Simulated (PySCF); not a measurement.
Here is a job for PySCF.
```python
from pyscf import gto, scf, dft

mol = gto.M(
    atom='''
Sb    0.37750143   -0.02033636    0.45805429
Cl    0.77066814    0.35397311   -1.77453146
Cl   -1.90317243   -0.29296404    0.40036859
''',
    basis='def2-svp',
    ecp={'Sb': 'def2-svp'},
    charge=1,
    verbose=4,
    symmetry=True,
)

mf = dft.RKS(mol)
mf.xc = 'b3lyp'
mf.kernel()
mf.analyze()
```

Task: What does this run give for the total energy, HOMO energy, HOMO-LUMO gap, number of basis functions?

Result: 
| Quantity | Value |
|---|---|
| total energy | -1160.222970 Ha |
| HOMO energy | -14.60 eV |
| HOMO-LUMO gap | 4.06 eV |
| number of basis functions | 62 |
